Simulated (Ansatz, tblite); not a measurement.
Cost and result up the ladder for Cs2H2 (the lowest singlet isomer of a short search) (4 atoms). The state is a singlet with charge 0. Geometry: PBE0-D4/def2-TZVP.

| atom | x (Å) | y (Å) | z (Å) |
| --- | --- | --- | --- |
| Cs1 | 0.7427 | 0.0683 | -1.9853 |
| Cs2 | -0.7432 | -0.0692 | 1.9850 |
| H3 | 1.6076 | -0.0706 | 0.5993 |
| H4 | -1.6071 | 0.0715 | -0.5991 |

Ansatz on 4 threads of Arm Neoverse V2 on a shared host; xTB runs through tblite on one thread. Times are rough, summed over both states, and most runs start from the orbitals of an earlier one. CCSD(T)/def2-TZVPP serves as the yardstick here, not as an exact answer. The other state is a triplet at its own geometry.

In the def2 sets Cs takes a core potential; there is no spin–orbit coupling. The xTB rows come from tblite. Correlated methods freeze no core orbitals; core or outer-core shells of Cs are correlated, in sets that lack core-valence functions. In the triplet geometry the species has come apart into loosely held pieces. In the triplet, H3 and H4 lie 0.75 Å apart (atoms count from 1), so H2 has formed as a molecule. The structure comes from a short search, and lower isomers may exist.

xTB has no spin-polarisation term.

```
                            level  functions  wall time  triplet − singlet (eV)  difference from CCSD(T)/def2-TZVPP (eV)
                         GFN1-xTB         12    0.002 s                    4.95                                     4.82
                         GFN2-xTB         10    0.002 s                    3.05                                     2.92
                    MP2/def2-TZVP         70      0.4 s                   -0.43                                    -0.56
            LDA (SPW92)/def2-TZVP         70     0.95 s                    0.52                                     0.39
                 PBE-D4/def2-TZVP         70      1.8 s                    0.12                                    -0.01
                RPA@PBE/def2-TZVP         70      2.2 s                   -0.53                                    -0.67
               PBE-QIDH/def2-TZVP         70      2.2 s                    0.09                                    -0.04
                PBE0-D4/def2-TZVP         70        3 s                    0.12                                    -0.01
             r2SCANh-D4/def2-TZVP         70      3.4 s                    0.31                                     0.18
r2SCAN-D4/def2-TZVP (with forces)         70      3.4 s                    0.35                                     0.22
             r2SCAN0-D4/def2-TZVP         70      3.4 s                    0.26                                     0.13
               CCSD(T)/def2-TZVPP        100      7.6 s                    0.13                                     0.00
                 B97M-V/def2-TZVP         70      8.9 s                    0.66                                     0.53
```
